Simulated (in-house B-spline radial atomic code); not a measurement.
Functionals against successive ionisation energies: As to As⁵⁺

Ionisation energies as differences of self-consistent total energies from a B-spline radial code for spherical atoms: all electrons, radial basis limit, scalar-relativistic (one-electron X2C), spin-polarised at highest spin, spherical densities; exact exchange is averaged over the determinants of each configuration. No spin-orbit coupling, Breit or QED terms. NIST's values run from ground level to ground level, so in open shells the differences also hold multiplet and fine-structure energies that spherical high-spin averages miss. Columns give computed minus NIST, in eV; a star marks a semi-empirical value. Species are left out where the tabulated value is theory, is uncertain by more than 0.12 eV, or (13 ions, such as In⁴⁺, Te⁴⁺ and Bi⁴⁺) lies off its series for all methods alike, which flatters the means a little.

```
species  shell      NIST (eV)  Hartree-Fock   BLYP   RPBE  B97-1
     As     4p           9.79         -0.27  -0.19  +0.10  -0.01
    As⁺     4p          18.59         -0.60  -0.21  -0.05  -0.16
   As²⁺     4p   28.35 ± 0.01         -0.98  -0.35  -0.46  -0.47
   As⁴⁺     4s   62.77 ± 0.06         -1.07  +1.45  +0.90  +0.34
   As⁵⁺     3d  121.19 ± 0.06         -1.92  -0.04  -0.05  -0.08
```

How do the methods rank, and which species is hardest?

Mean absolute (signed) differences: B97-1 0.21 (-0.07) eV; RPBE 0.31 (+0.09) eV; BLYP 0.45 (+0.13) eV; Hartree-Fock 0.97 (-0.97) eV. For As²⁺, which loses a 4p electron, the nearest method is off by -0.35 eV, the largest such miss. Hartree-Fock comes too low mainly by the correlation energy of the removed electron.
